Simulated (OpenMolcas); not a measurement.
Zr3+ among 6 point charges of -1.7 e arranged as an octahedron (Oh), 2.38 Å from the ion.

```
Program             : OpenMolcas 26.06
Method              : SS-CASPT2, IPEA 0.25 Eh, imaginary shift 0.1 Eh (closed shells correlated: 4s 4p)
Basis               : ANO-RCC-VTZP [7s6p4d2f1g]
Scalar Hamiltonian  : DKH2, point nucleus
Active space        : 1 electron in 5 orbitals (4d)
State averaging     : 2S+1 = 2 even, 5 roots
Spin-orbit coupling : state interaction with AMFI integrals over the reference wave functions
```

(1) What is the spin-free ground state (labels of O, the rotations of Oh)?

(2) Where is the first state of the same spin?

(3) What are the lowest two levels with spin-orbit coupling?

(4) What is χT at 300 K, and how does it compare with the textbook value?

(5) Which ligand-field parameters describe the states?

Results:

(1) 2T2, 3-fold in its orbital part, 100 % from free-ion D terms; it has the highest spin that d1 allows.

(2) 2E at 9090 cm-1 above the ground state.

(3) A 4-fold level Γ8, then a 2-fold level Γ7 720 cm-1 above it. Their leading multiplicities are 2 (100 %) and 2 (100 %).

(4) The lowest level has 2S+1 = 2, for which the spin-only value is χT = S(S+1) / 2 = 0.375 cm3 K/mol (g = 2). The computed 0.219 at 300 K differs by -0.156, through orbital momentum, spin-orbit coupling and any other state in reach. With a threefold ground state the orbital momentum is unquenched, so the spin-only value is not expected to hold.

(5) The gap between the two states is 10Dq = 9087 cm-1. 

An orbital triplet at a regular site is open to Jahn-Teller coupling, which can distort the site and quench the lowest spin-orbit gaps and is left out. This field is weak: 10Dq is about 9087 cm-1, while octahedral complexes of 4d ions of charge 3 and more, computed by the same method with explicit ligands, had a median near 25000 cm-1. Ground spin and moment need not be those of a real site. Free-ion shares, where given, are those of the reference states; single-state CASPT2 does not remix them. This is an electrostatic model: the charges have no orbitals. No measured value stands beside these numbers.
